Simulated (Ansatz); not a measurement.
A series at B: from boron trifluoride, ligands are replaced one by one, each step taking up HCl and setting free H–F; n counts the steps. Ansatz, PBE0-D4/def2-TZVP geometries.

CBS adds triple-zeta CCSD(T) − MP2 to the MP2 limit, frozen cores; atoms without spin–orbit coupling. 

| n | molecule | atomization energy, CCSD(T)/CBS (kJ/mol) |
| --- | --- | --- |
| 0 | `FB(F)F` | 1960.8 |
| 1 | `FB(F)Cl` | 1753.4 |
| 2 | `FB(Cl)Cl` | 1548.6 |
| 3 | `ClB(Cl)Cl` | ? |

Question: By hand: fit a straight line y = ȳ + b (n − n̄) to the 3 given rows and predict n = 3.

Answer: n̄ = 1.000, ȳ = 1754.27; Σ(n − n̄)(y − ȳ) = -412.20, Σ(n − n̄)² = 2.000, so b = -206.10 kJ/mol a step. Prediction: 1754.27 + (-206.10) × (2.000) = 1342.1 kJ/mol.

Question: By hand: compare with the computed value, 1349.6 kJ/mol, and give the steps along the whole series.

Answer: The line misses by 7.5 kJ/mol (computed minus predicted). Steps: -207.4, -204.8, -199.0 kJ/mol.

The steps differ by at most 8.4 kJ/mol, 4.1 % of a mean step, so the ligands' effects nearly add and a line is close. The miss is 1.2 % of the series' range. The energies themselves are unsure by some kJ/mol a bond, though much of that is common to the series.
